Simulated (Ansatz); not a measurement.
**How methods differ on SiPH5O2 (SMILES O[SiH2]OP)**

SiPH5O2 has 9 atoms, charge 0, and is taken as a singlet. SMILES: `O[SiH2]OP`. Geometry: relaxed at PBE0-D4/def2-TZVP. This is one conformer, not always the lowest.

Each level gives the vertical energy of the triplet above the singlet (eV). The values are calculated.

```tsv
level	kind	program	value (eV)	CPU time (all runs)
HF/6-31G* (spherical functions)	Hartree–Fock	Ansatz	4.64	3.1 s
SVWN5/6-31G* (spherical functions)	LDA	Ansatz	4.49	4.2 s
BLYP/6-31G* (spherical functions)	GGA	Ansatz	4.57	7.8 s
r2SCAN/6-31G* (spherical functions)	meta-GGA	Ansatz	4.48	14 s
B3LYP/6-31G* (Cartesian functions)	global hybrid	Ansatz	4.69	9.7 s
wB97M-V/6-31G* (spherical functions)	range-separated hybrid	Ansatz	4.92	84 s
B2PLYP/6-31G* (spherical functions)	double hybrid	Ansatz	4.80	11 s
RPA@PBE0/6-31G* (spherical functions)	RPA	Ansatz	4.88	12 s
```

The values span 4.48 to 4.92 eV. CPU times are rough (shared hosts, several kinds of processor): they show what a rung costs within a factor of a few.
